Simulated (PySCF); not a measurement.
CsCl₂⁻: bending curve

Level of theory: PBE0 in PySCF with Cs def2-TZVPD with ECP46, Cl def2-TZVPD; scalar-relativistic core potentials, no spin–orbit coupling; density-fitted integrals.

Rigid scan from the singlet minimum (Cs–Cl 3.187 Å (×2); Cl–Cs–Cl 170.3°). Coordinate: the Cl–Cs–Cl angle, bonds fixed. Energies in kJ/mol from the minimum.

Task: Predict the curve at 80, 90, 100, 110, 120, 130, 140, 150, 160, 170, 180.

Result: 
| bond angle (°) | E (kJ/mol) | dipole size (D, about the centre of mass) |
| --- | --- | --- |
| 80 | 67.4 | 14.74 |
| 90 | 47.8 | 13.72 |
| 100 | 32.3 | 12.57 |
| 110 | 20.3 | 11.31 |
| 120 | 13.1 | 9.94 |
| 130 | 8.0 | 8.46 |
| 140 | 3.9 | 6.89 |
| 150 | 1.3 | 5.25 |
| 160 | 0.6 | 3.54 |
| 170 | 0.0 | 1.78 |
| 180 | 0.0 | 0.00 |
